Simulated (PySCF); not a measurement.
# Potential energy of PmH along the bond

Set-up: basis Pm x2c-SVPall, H x2c-SVPall; spin-free X2C with a Gaussian nucleus; PySCF 2.14. Energies in eV from Pm (4f5 6s2) + H in their ground configurations at the same level. State: septet, about 5.0 electrons in the 4f shell (Mulliken), real f orbitals that mix terms.

All columns are PBE0. A positive dipole means Pm(−)H(+).

| R (Å) | E (eV) | μ (D) | Mulliken charge on Pm (basis-dependent) | HOMO (eV) | LUMO (eV) | Mayer bond order | ⟨S²⟩ |
| --- | --- | --- | --- | --- | --- | --- | --- |
| 1.827 | -1.706 | -2.72 | 0.25 | -3.48 | -1.34 | 0.95 | 12.00 |
| 1.912 | -1.887 | -2.98 | 0.25 | -3.52 | -1.39 | 0.94 | 12.00 |
| 1.997 | -1.993 | -3.24 | 0.25 | -3.57 | -1.44 | 0.94 | 12.00 |
| 2.060 | -2.033 | -3.43 | 0.25 | -3.61 | -1.48 | 0.93 | 12.00 |
| 2.124 | -2.046 | -3.62 | 0.26 | -3.64 | -1.52 | 0.93 | 12.00 |
| 2.188 | -2.035 | -3.81 | 0.26 | -3.68 | -1.56 | 0.93 | 12.00 |
| 2.273 | -1.991 | -4.06 | 0.27 | -3.73 | -1.62 | 0.93 | 12.00 |
| 2.379 | -1.900 | -4.37 | 0.27 | -3.79 | -1.69 | 0.92 | 12.00 |
| 2.506 | -1.755 | -4.72 | 0.28 | -3.87 | -1.78 | 0.91 | 12.00 |
| 2.676 | -1.525 | -5.15 | 0.29 | -3.96 | -1.90 | 0.90 | 12.00 |

A fit through these points gives, at Re = 2.124 Å, μ = -3.62 D and dμ/dR = -3.00 D/Å; the reduced mass is 1.001 u.

Problem. How strong is the fundamental in the double-harmonic approximation, I = 42.26·(dμ/dR)²/μred km/mol?

Solution. I = 42.26·(-3.00)²/1.001 = 380 km/mol at PBE0.

These are scalar-relativistic numbers at best; spin–orbit coupling would shift them, the dissociation energy most. The state is the lowest single determinant that the PBE0 search found; with open d or f shells the true ground state can be another one.
